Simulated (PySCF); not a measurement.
Cl3Sc, charge +3, doublet (typed; the unrestricted solution is spin-contaminated), at a GFN2-xTB geometry of the parent state (such geometries of metal compounds can be far from the true shape) (the multiplicity is a formal guess); PBE0/6-31G run with PySCF.

Here is a job for PySCF.
```python
from pyscf import gto, scf, dft

mol = gto.M(
    atom='''
Sc    0.18303040    0.53236752    0.34066617
Cl    1.92153219   -0.53895126   -0.71348415
Cl   -0.81554359   -1.09276061    1.62252178
Cl   -1.33208497    0.97408141   -1.32986055
''',
    basis='6-31g',
    charge=3,
    spin=1,
    verbose=4,
)

mf = dft.UKS(mol)
mf.xc = 'pbe0'
mf.kernel()
```

Write the output that PySCF gives for this input, abridged.


```
PySCF version 2.14.0

[INPUT] verbose = 4
[INPUT] num. atoms = 4
[INPUT] num. electrons = 69
[INPUT] charge = 3
[INPUT] spin (= nelec alpha-beta = 2S) = 1
[INPUT] symmetry False subgroup None
[INPUT] Mole.unit = angstrom
[INPUT] Symbol           X                Y                Z      unit          X                Y                Z       unit  Magmom
[...]
nuclear repulsion = 372.630685340631
number of shells = 32
number of NR pGTOs = 228
number of NR cGTOs = 66
basis = 6-31g
ecp = {}

******** <class 'pyscf.dft.uks.UKS'> ********
method = UKS
initial guess = minao
damping factor = 0
level_shift factor = 0
DIIS = <class 'pyscf.scf.diis.CDIIS'>
diis_start_cycle = 1
diis_space = 8
diis_damp = 0
SCF conv_tol = 1e-09
SCF conv_tol_grad = None
SCF max_cycles = 50
direct_scf = True
direct_scf_tol = 1e-13
number electrons alpha = 35  beta = 34
XC library pyscf.dft.libxc version 7.1.2
    S. Lehtola, C. Steigemann, M. J. T. Oliveira, and M. A. L. Marques,  SoftwareX 7, 1–5 (2018)
XC functionals = pbe0
    C. Adamo and V. Barone,  J. Chem. Phys. 110, 6158 (1999)
    M. Ernzerhof and G. E. Scuseria,  J. Chem. Phys. 110, 5029 (1999)
radial grids:
    Treutler-Ahlrichs [JCP 102, 346 (1995); DOI:10.1063/1.469408] (M4) radial grids

becke partition: Becke, JCP 88, 2547 (1988); DOI:10.1063/1.454033
pruning grids: <function nwchem_prune>
grids dens level: 3
symmetrized grids: False
atomic radii adjust function: <function treutler_atomic_radii_adjust>
small_rho_cutoff = 0
Set gradient conv threshold to 3.16228e-05
tot grids = 77280
init E= -2140.84956314542

cycle= 1 E= -2138.56085479954  delta_E= 2.29  |g|= 0.718  |ddm|= 2.26
cycle= 2 E= -2137.91194147055  delta_E= 0.649  |g|= 0.968  |ddm|=  2.1
cycle= 3 E= -2138.13287074973  delta_E= -0.221  |g|= 0.82  |ddm|=  2.3
cycle= 4 E= -2138.05198085651  delta_E= 0.0809  |g|= 0.83  |ddm|= 1.66
cycle= 5 E= -2138.68760852621  delta_E= -0.636  |g|= 0.433  |ddm|=  1.7
cycle= 6 E= -2138.83526775137  delta_E= -0.148  |g|= 0.182  |ddm|= 0.428
cycle= 7 E= -2138.86404738066  delta_E= -0.0288  |g|= 0.122  |ddm|= 0.373
cycle= 8 E= -2138.88137249139  delta_E= -0.0173  |g|= 0.0744  |ddm|= 0.293
cycle= 9 E= -2138.88858354503  delta_E= -0.00721  |g|= 0.0868  |ddm|= 0.436
cycle= 10 E= -2138.89282610513  delta_E= -0.00424  |g|= 0.0605  |ddm|= 0.0536
cycle= 11 E= -2138.90189232136  delta_E= -0.00907  |g|= 0.0242  |ddm|= 0.227
cycle= 12 E= -2138.90496488603  delta_E= -0.00307  |g|= 0.0225  |ddm|= 0.0972
[...]
cycle= 16 E= -2138.91517992935  delta_E= -6.28e-05  |g|= 0.00316  |ddm|= 0.0305
cycle= 17 E= -2138.91532043939  delta_E= -0.000141  |g|= 0.00228  |ddm|= 0.0355
cycle= 18 E= -2138.91543855989  delta_E= -0.000118  |g|= 0.00217  |ddm|= 0.035
cycle= 19 E= -2138.91571815876  delta_E= -0.00028  |g|= 0.00158  |ddm|= 0.101
cycle= 20 E= -2138.9158685713  delta_E= -0.00015  |g|= 0.00121  |ddm|= 0.0953
cycle= 21 E= -2138.91590635381  delta_E= -3.78e-05  |g|= 0.000642  |ddm|= 0.0335
cycle= 22 E= -2138.91592990283  delta_E= -2.35e-05  |g|= 0.00043  |ddm|= 0.0451
cycle= 23 E= -2138.91593409358  delta_E= -4.19e-06  |g|= 0.000491  |ddm|= 0.00925
cycle= 24 E= -2138.91593499968  delta_E= -9.06e-07  |g|= 0.000309  |ddm|= 0.00347
cycle= 25 E= -2138.91593771435  delta_E= -2.71e-06  |g|= 0.000344  |ddm|= 0.00606
cycle= 26 E= -2138.91594252731  delta_E= -4.81e-06  |g|= 0.000251  |ddm|= 0.0112
cycle= 27 E= -2138.91595107203  delta_E= -8.54e-06  |g|= 0.000341  |ddm|= 0.0315
cycle= 28 E= -2138.91595286591  delta_E= -1.79e-06  |g|= 0.000131  |ddm|= 0.0133
cycle= 29 E= -2138.91595367259  delta_E= -8.07e-07  |g|= 8.33e-05  |ddm|= 0.00948
cycle= 30 E= -2138.91595388832  delta_E= -2.16e-07  |g|= 5.18e-05  |ddm|= 0.00424
cycle= 31 E= -2138.91595397838  delta_E= -9.01e-08  |g|= 3.19e-05  |ddm|= 0.00312
cycle= 32 E= -2138.91595400161  delta_E= -2.32e-08  |g|= 2.61e-05  |ddm|= 0.000752
cycle= 33 E= -2138.91595401677  delta_E= -1.52e-08  |g|= 2.46e-05  |ddm|= 0.000536
cycle= 34 E= -2138.91595403276  delta_E= -1.6e-08  |g|= 2.26e-05  |ddm|= 0.000465
cycle= 35 E= -2138.91595407392  delta_E= -4.12e-08  |g|= 1.95e-05  |ddm|= 0.00149
cycle= 36 E= -2138.91595411872  delta_E= -4.48e-08  |g|= 1.48e-05  |ddm|= 0.00195
cycle= 37 E= -2138.91595413506  delta_E= -1.63e-08  |g|= 1.05e-05  |ddm|= 0.00173
cycle= 38 E= -2138.91595413958  delta_E= -4.52e-09  |g|= 8.2e-06  |ddm|= 0.000861
cycle= 39 E= -2138.91595414158  delta_E= -2e-09  |g|= 6.75e-06  |ddm|= 0.000312
cycle= 40 E= -2138.9159541436  delta_E= -2.02e-09  |g|= 5.93e-06  |ddm|= 0.000217
cycle= 41 E= -2138.91595414767  delta_E= -4.06e-09  |g|= 4.45e-06  |ddm|= 0.000588
cycle= 42 E= -2138.91595414887  delta_E= -1.2e-09  |g|= 2.37e-06  |ddm|= 0.000324
cycle= 43 E= -2138.91595414922  delta_E= -3.48e-10  |g|= 1.84e-06  |ddm|= 0.000172
Extra cycle  E= -2138.91595414925  delta_E= -3.14e-11  |g|= 2.4e-06  |ddm|= 1.36e-05
converged SCF energy = -2138.91595414925  <S^2> = 1.7545185  2S+1 = 2.8316204
```
